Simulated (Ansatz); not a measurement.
Gas-phase electronic energies from Ansatz, PBE0-D4/def2-TZVP geometries. CCSD(T)/CBS adds triple-zeta CCSD(T) − MP2 to the extrapolated MP2 energy (def2 sets, frozen cores). This one scheme is used for every species. Functionals use def2-TZVPP. Each species was taken in one conformer, which may not be the lowest.

`O[SiH]([SiH3])[O][AlH2]` + HCl → `O[SiH]([SiH3])Cl` + `[OH][AlH2]`  (ligand exchange at the Si–O bond)

```csv
species,PBE0-D4 energy (Eh)
`O[SiH]([SiH3])[O][AlH2]`,-975.78277
HCl,-460.66564
`O[SiH]([SiH3])Cl`,-1117.10638
`[OH][AlH2]`,-319.33720
```

Work out ΔE.

ΔE = (-1117.10638) + (-319.33720) − (-975.78277) − (-460.66564) = 0.00483 Eh = +0.13 eV. CCSD(T)/CBS gives +0.20 eV.

Largest T1 diagnostic among the species: 0.013.

From PBE to PBE0 (25 % exact exchange), in def2-TZVPP and without D4, ΔE moves by +0.04 eV. Leaving LDA and LC-ωPBE aside and taking each functional with its dispersion term where it has one, the values, not all of them listed here, spread over 0.18 eV, from revPBE-D4 to BHLYP-D4. LDA lies +0.06 eV from PBE without D4.
